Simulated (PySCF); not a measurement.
Geometry (Å), atoms numbered from 1 in this order:
```xyz
15

O     0.0264    2.6284    0.1888
C     0.1110    1.3945    0.0937
C     1.2497    0.6108    0.4151
C     1.3605   -0.7955    0.2600
O     2.3730   -1.4750    0.4870
C     0.1164   -1.5286   -0.2653
C    -1.1831   -0.8018    0.0343
C    -1.1091    0.6359   -0.4499
H     2.1335    1.1422    0.7830
H     0.1424   -2.5431    0.1644
H     0.2368   -1.6515   -1.3591
H    -1.3481   -0.8015    1.1269
H    -2.0461   -1.3287   -0.4142
H    -1.9987    1.2236   -0.1714
H    -1.0532    0.6579   -1.5555
```

Total charge -1.

Geometry: PBE0-D3(BJ)/def2-SVP; GIAO shifts from PySCF 2.14, gas phase, non-relativistic, averaged over equivalent atoms.

At PBE0/pcSseg-1 (171 basis functions, 38 s wall time on 1 thread of an Arm Neoverse N1, shared host):
```json
{"atoms": "O1/O5", "δ (ppm)": "461.4"}
{"atoms": "C2/C4", "δ (ppm)": "188.5"}
{"atoms": "C3", "δ (ppm)": "102.1"}
{"atoms": "C6/C8", "δ (ppm)": "41.4"}
{"atoms": "C7", "δ (ppm)": "26.4"}
{"atoms": "H9", "δ (ppm)": "4.51"}
{"atoms": "H10/H11/H14/H15", "δ (ppm)": "1.49"}
{"atoms": "H12/H13", "δ (ppm)": "1.40"}
```

Scale: $^{17}$O (σref 334.56) vs H2O; TMS for $^{13}$C (σref 184.41) and $^{1}$H (σref 31.27) (reference shieldings calculated alike).

Estimate the result of repeating the calculation with wB97X-D/pcSseg-1.

Results:


| atoms | δ at wB97X-D/pcSseg-1 | change |
| --- | --- | --- |
| O1/O5 | 450.0 | -11.4 |
| C2/C4 | 192.0 | +3.5 |
| C3 | 100.7 | -1.4 |
| C6/C8 | 41.1 | -0.3 |
| C7 | 26.1 | -0.3 |
| H9 | 4.46 | -0.05 |
| H10/H11/H14/H15 | 1.47 | -0.02 |
| H12/H13 | 1.29 | -0.11 |

Chemical shifts δ = σref − σ; H2O for $^{17}$O (σref 333.19); $^{13}$C (σref 184.54) and $^{1}$H (σref 31.38) against TMS, all at this level.

The largest change is at O1/O5 (oxygen of a delocalised unit). Cost: 171 basis functions, 46 s wall time on 1 thread of an Arm Neoverse N1, shared host. The order of the carbon signals is the same at both levels.

Unscaled 17O shifts of doubly bonded oxygen tend to come out too high, by tens of ppm or more. Experimental scales use liquid or dissolved standards, which lie at an offset from isolated H2O (liquid H2O: subtract about 36 ppm).
